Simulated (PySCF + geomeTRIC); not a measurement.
Computed with PBE0-D4/def2-TZVP run with PySCF + geomeTRIC. fastk is a local helper that only speeds up exchange builds. No frequencies were computed at this level.

```python
import json, numpy as np
from pyscf import gto, dft
from fastk import lowrank_exchange
atoms = """
C     -1.466289    -0.409810     0.619749
C     -0.859975     0.078360    -0.451334
Si     0.981343     0.467947    -0.570439
O      1.785545     0.018342     0.770649
H     -2.527158    -0.612011     0.653850
H     -0.923696    -0.625533     1.527783
H     -1.463333     0.281357    -1.328297
H      1.514716    -0.233962    -1.744667
H      1.237015     1.902263    -0.594438
H      1.721833    -0.866954     1.117145
"""
def scf(charge, spin, dm0=None):
    mol = gto.M(atom=atoms, basis='def2-tzvp', ecp={}, charge=charge, spin=spin, verbose=3, max_memory=5040)
    mf = dft.KS(mol, xc='pbe0').density_fit(auxbasis="def2-universal-jkfit")
    mf.disp = 'd4'
    mf.grids.level = 3
    mf.conv_tol = 1e-8
    mf.max_cycle = 60
    mf.kernel(dm0)
    if not mf.converged:
        mf = mf.newton().run(mf.mo_coeff, mf.mo_occ).undo_soscf()
    return mf
mf = scf(0, 0)
from pyscf.geomopt.geometric_solver import kernel as optimize
path = []
done, mol = optimize(mf, maxsteps=80, assert_convergence=False, callback=lambda env: path.append((env["energy"], bool(env["g_scanner"].converged))))
res = dict(converged=bool(done and path[-1][1]), energy=path[-1][0], path=[e for e, c in path], xyz=mol.atom_coords(unit="Angstrom").tolist(), nao=mol.nao)
json.dump(res, open("result.json", "w"))
```

Output:

```
converged SCF energy = -444.327954355325
Geometry optimization cycle 1
converged SCF energy = -444.327954354706
cycle 1: E = -444.327954355  dE = -444.328  norm(grad) = 0.0321414
Geometry optimization cycle 2
converged SCF energy = -444.329654592865
cycle 2: E = -444.329654593  dE = -0.00170024  norm(grad) = 0.010627
Geometry optimization cycle 3
converged SCF energy = -444.329915132979
cycle 3: E = -444.329915133  dE = -0.00026054  norm(grad) = 0.00832154
Geometry optimization cycle 4
converged SCF energy = -444.33010218767
cycle 4: E = -444.330102188  dE = -0.000187055  norm(grad) = 0.00221825
Geometry optimization cycle 5
converged SCF energy = -444.330150217307
cycle 5: E = -444.330150217  dE = -4.80296e-05  norm(grad) = 0.00215717
Geometry optimization cycle 6
converged SCF energy = -444.330193062237
cycle 6: E = -444.330193062  dE = -4.28449e-05  norm(grad) = 0.00180352
Geometry optimization cycle 7
converged SCF energy = -444.330238822734
cycle 7: E = -444.330238823  dE = -4.57605e-05  norm(grad) = 0.00161495
Geometry optimization cycle 8
converged SCF energy = -444.330260289908
cycle 8: E = -444.33026029  dE = -2.14672e-05  norm(grad) = 0.00156425
Geometry optimization cycle 9
converged SCF energy = -444.330273492678
cycle 9: E = -444.330273493  dE = -1.32028e-05  norm(grad) = 0.000995189
Geometry optimization cycle 10
converged SCF energy = -444.330278174591
cycle 10: E = -444.330278175  dE = -4.68191e-06  norm(grad) = 0.000403687
Geometry optimization cycle 11
converged SCF energy = -444.330281553599
cycle 11: E = -444.330281554  dE = -3.37901e-06  norm(grad) = 0.000520768
Geometry optimization cycle 12
converged SCF energy = -444.330285457179
cycle 12: E = -444.330285457  dE = -3.90358e-06  norm(grad) = 0.000944998
Geometry optimization cycle 13
converged SCF energy = -444.330289524506
cycle 13: E = -444.330289525  dE = -4.06733e-06  norm(grad) = 0.00102062
Geometry optimization cycle 14
converged SCF energy = -444.330291709713
cycle 14: E = -444.33029171  dE = -2.18521e-06  norm(grad) = 0.000563518
Geometry optimization cycle 15
converged SCF energy = -444.330292181561
cycle 15: E = -444.330292182  dE = -4.71848e-07  norm(grad) = 0.000124057
Geometry optimization cycle 16
converged SCF energy = -444.330292243704
cycle 16: E = -444.330292244  dE = -6.21429e-08  norm(grad) = 4.74096e-05
<class 'geometric.internal.Distance'> : 9
<class 'geometric.internal.Angle'> : 11
<class 'geometric.internal.OutOfPlane'> : 2
<class 'geometric.internal.Dihedral'> : 13
<class 'geometric.internal.TranslationX'> : 1
<class 'geometric.internal.TranslationY'> : 1
<class 'geometric.internal.TranslationZ'> : 1
<class 'geometric.internal.RotationA'> : 1
<class 'geometric.internal.RotationB'> : 1
<class 'geometric.internal.RotationC'> : 1
Step    0 : Gradient = 1.016e-02/1.856e-02 (rms/max) Energy = -444.3279543547
Step    1 : Displace = 5.375e-02/8.281e-02 (rms/max) Trust = 1.000e-01 (=) Grad = 3.361e-03/6.207e-03 (rms/max) E (change) = -444.3296545929 (-1.700e-03) Quality = 0.924
Step    2 : Displace = 4.170e-02/7.124e-02 (rms/max) Trust = 1.414e-01 (+) Grad = 2.632e-03/5.380e-03 (rms/max) E (change) = -444.3299151330 (-2.605e-04) Quality = 0.536
Step    3 : Displace = 1.133e-02/1.535e-02 (rms/max) Trust = 1.414e-01 (=) Grad = 7.015e-04/1.454e-03 (rms/max) E (change) = -444.3301021877 (-1.871e-04) Quality = 1.158
Step    4 : Displace = 1.808e-02/3.058e-02 (rms/max) Trust = 2.000e-01 (+) Grad = 6.822e-04/1.183e-03 (rms/max) E (change) = -444.3301502173 (-4.803e-05) Quality = 0.985
Step    5 : Displace = 1.188e-02/2.662e-02 (rms/max) Trust = 2.828e-01 (+) Grad = 5.703e-04/8.930e-04 (rms/max) E (change) = -444.3301930622 (-4.284e-05) Quality = 1.501
Step    6 : Displace = 1.961e-02/4.697e-02 (rms/max) Trust = 3.000e-01 (+) Grad = 5.107e-04/1.134e-03 (rms/max) E (change) = -444.3302388227 (-4.576e-05) Quality = 1.312
Step    7 : Displace = 1.347e-02/3.443e-02 (rms/max) Trust = 3.000e-01 (=) Grad = 4.947e-04/1.091e-03 (rms/max) E (change) = -444.3302602899 (-2.147e-05) Quality = 1.442
Step    8 : Displace = 1.055e-02/2.917e-02 (rms/max) Trust = 3.000e-01 (=) Grad = 3.147e-04/6.677e-04 (rms/max) E (change) = -444.3302734927 (-1.320e-05) Quality = 1.322
Step    9 : Displace = 4.467e-03/1.176e-02 (rms/max) Trust = 3.000e-01 (=) Grad = 1.277e-04/1.991e-04 (rms/max) E (change) = -444.3302781746 (-4.682e-06) Quality = 1.419
Step   10 : Displace = 4.738e-03/7.702e-03 (rms/max) Trust = 3.000e-01 (=) Grad = 1.647e-04/3.620e-04 (rms/max) E (change) = -444.3302815536 (-3.379e-06) Quality = 1.463
Step   11 : Displace = 7.431e-03/1.260e-02 (rms/max) Trust = 3.000e-01 (=) Grad = 2.988e-04/6.384e-04 (rms/max) E (change) = -444.3302854572 (-3.904e-06) Quality = 1.412
Step   12 : Displace = 1.051e-02/1.768e-02 (rms/max) Trust = 3.000e-01 (=) Grad = 3.227e-04/6.916e-04 (rms/max) E (change) = -444.3302895245 (-4.067e-06) Quality = 1.253
Step   13 : Displace = 7.764e-03/1.295e-02 (rms/max) Trust = 3.000e-01 (=) Grad = 1.782e-04/3.778e-04 (rms/max) E (change) = -444.3302917097 (-2.185e-06) Quality = 1.040
Step   14 : Displace = 1.804e-03/3.332e-03 (rms/max) Trust = 3.000e-01 (=) Grad = 3.923e-05/7.847e-05 (rms/max) E (change) = -444.3302921816 (-4.718e-07) Quality = 0.822
Step   15 : Displace = 5.762e-04/9.668e-04 (rms/max) Trust = 3.000e-01 (=) Grad = 1.499e-05/2.736e-05 (rms/max) E (change) = -444.3302922437 (-6.214e-08) Quality = 0.674
Converged! =D
```

Cost: around 2.9 core-minutes (rough).
